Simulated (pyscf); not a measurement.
## H₃C–CH₂–GaH₂, singlet

Gas-phase minimum from PySCF at ωB97X-D3(BJ)/def2-SVP, one conformer. H₃C–CH₂–GaH₂ lies 10.9 kcal/mol over its isomer H₃C–GaH–CH₃ (electronic energy, ωB97M-D3(BJ)). 

SMILES: [GaH2][CH2]C
```xyz
10

C      0.4484     0.2382    -0.5267
C     -0.3784    -0.7254     0.3310
Ga    -1.4989     0.1185     1.7159
H     -0.1934     0.9602    -1.0581
H      1.0470    -0.2904    -1.2879
H      1.1480     0.8288     0.0875
H     -1.0473    -1.3387    -0.3013
H      0.2740    -1.4613     0.8366
H     -1.5341     1.6856     1.8679
H     -2.3714    -0.7661     2.6819
```

Bond lengths (Å): C1–C2 1.532, C1–H4 1.102, C1–H5 1.103, C1–H6 1.102, C2–Ga3 1.971, C2–H7 1.106, C2–H8 1.106, Ga3–H9 1.575, Ga3–H10 1.574. Angles (°): C2–C1–H4 111.6, C2–C1–H5 112.2, C2–C1–H6 111.6, H4–C1–H5 107.3, H4–C1–H6 106.7, H5–C1–H6 107.3, C1–C2–Ga3 115.5, C1–C2–H7 110.8, C1–C2–H8 110.9, Ga3–C2–H7 107.2, Ga3–C2–H8 107.4, H7–C2–H8 104.4, C2–Ga3–H9 120.4, C2–Ga3–H10 120.4 (the first ones only).

Properties at ωB97X-D3(BJ)/def2-SVP:

```
Item                                                                                                                                                                                                                                                     Result
---------------------------------------------------------------------------------------------------------------------  ----------------------------------------------------------------------------------------------------------------------------------------
Harmonic wavenumbers, unscaled                                                                                         75, 202, 207, 462, 488, 580, 682, 777, 941, 972, 1069, 1243, 1252, 1410, 1439, 1481, 1490, 1971, 1982, 3051, 3057, 3099, 3136, 3145 cm⁻¹
Zero-point energy                                                                                                                                                                                                                                 48.9 kcal/mol
Rotational symmetry number                                                                                                                                                                                                                                    1
Entropy of this conformer at 298 K and 1 atm, rigid rotor and harmonic oscillator, modes under 100 cm⁻¹ raised to 100                                                                                                                           312.9 J/(mol K)
Dipole moment                                                                                                                                                                                                                                            0.71 D
```

Single-point totals, which compare only within one level (frozen core for MP2 and CC):

```json
[
 {"level": "ωB97X-D3(BJ)/def2-TZVP", "total energy (hartree)": "-2005.30080"},
 {"level": "PBE/def2-TZVP", "total energy (hartree)": "-2004.86538"},
 {"level": "r²SCAN/def2-TZVP", "total energy (hartree)": "-2005.21590"},
 {"level": "B3LYP-D3(BJ)/def2-TZVP", "total energy (hartree)": "-2005.35268"},
 {"level": "PBE0-D3(BJ)/def2-TZVP", "total energy (hartree)": "-2004.92963"},
 {"level": "M06-2X/def2-TZVP", "total energy (hartree)": "-2005.22460"},
 {"level": "ωB97M-D3(BJ)/def2-TZVP", "total energy (hartree)": "-2005.32772"},
 {"level": "HF/def2-TZVPP", "total energy (hartree)": "-2003.06484"},
 {"level": "MP2/def2-TZVPP", "total energy (hartree)": "-2003.66023"},
 {"level": "CCSD/def2-TZVPP", "total energy (hartree)": "-2003.69199"},
 {"level": "CCSD(T)/def2-TZVPP", "total energy (hartree)": "-2003.71563"}
]
```

Soft torsions are taken as harmonic, which can shift the entropy by several J/(mol K). The CCSD(T) − MP2 part came from Ansatz, without density fitting, on the same reference. The frozen core leaves the outer d or s,p core shells of the metals and heavy elements correlated in the MP2 and CC values, and def2-TZVPP describes them poorly, so these totals are far from the basis limit. Elements up to Kr have no core potential and no relativistic terms here.
